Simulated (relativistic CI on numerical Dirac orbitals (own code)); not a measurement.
# Energy levels of Nd⁵⁹⁺

Computed by Dirac equation for one electron, model QED (radiative potential, 1s self-energy scaled to tabulated hydrogen-like ionisation energies) (own radial code, finite nucleus).

CI space: 1s, 2s, 2p, 3s, 3p, 3d, 4s, 4p, 4d, 4f, 5s, 5p, 5d, 5f, 5g, 6s, 6p, 6d. Levels of other configurations are missing.

The lowest level is 1s ²S1/2, with 100 % of that term; Hund's rules for 1s give ²S with J = 1/2, in agreement.

```
No.  Configuration  Term    J  E (10³ cm⁻¹)    %  Landé g  Lifetime (s)
  1             1s    ²S  1/2             0  100    1.868              
  2             2p   ²P°  1/2        310148  100    0.632      1.20e-16
  3             2s    ²S  1/2        310234  100    1.968              
  4             2p   ²P°  3/2        315540  100    1.308      1.29e-16
  5             3p   ²P°  1/2        369289  100    0.651      4.13e-16
  6             3s    ²S  1/2        369314  100    1.987      8.38e-15
  7             3d    ²D  3/2        370888  100    0.788      1.08e-15
  8             3p   ²P°  3/2        370892  100    1.323      4.17e-16
  9             3d    ²D  5/2        371373  100    1.189      1.17e-15
 10             4p   ²P°  1/2        389761  100    0.658      9.83e-16
 11             4s    ²S  1/2        389772  100    1.994      1.24e-14
 12             4d    ²D  3/2        390433  100    0.793      2.48e-15
 13             4p   ²P°  3/2        390434  100    1.328      9.71e-16
 14             4f   ²F°  5/2        390638  100    0.851      5.38e-15
 15             4d    ²D  5/2        390638  100    1.194      2.69e-15
 16             4f   ²F°  7/2        390738  100    1.137      5.51e-15
 17             5p   ²P°  1/2        399141  100    0.661      1.92e-15
 18             5s    ²S  1/2        399147  100    1.997      1.96e-14
 19             5d    ²D  3/2        399484  100    0.795      4.75e-15
 20             5p   ²P°  3/2        399484  100    1.330      1.87e-15
 21             5f   ²F°  5/2        399589  100    0.853      1.03e-14
 22             5d    ²D  5/2        399589  100    1.196      5.15e-15
 23             5g    ²G  7/2        399640  100    0.885      1.78e-14
 24             5f   ²F°  7/2        399640  100    1.139      1.06e-14
 25             5g    ²G  9/2        399671  100    1.107      1.80e-14
 26             6p   ²P°  1/2        404197  100    0.662      3.32e-15
 27             6s    ²S  1/2        404201  100    1.999      3.03e-14
 28             6d    ²D  3/2        404395  100    0.797      8.09e-15
 29             6p   ²P°  3/2        404395  100    1.331      3.21e-15
 30             6d    ²D  5/2        404456  100    1.198      8.78e-15
```

Energies count from the lowest computed level; ° marks odd parity; lifetimes are radiative, by E1, M1, E2, M2 decay to levels of this space only; some are left blank where a channel outside the calculation adds to the decay or the decay crosses a small, uncertain gap.
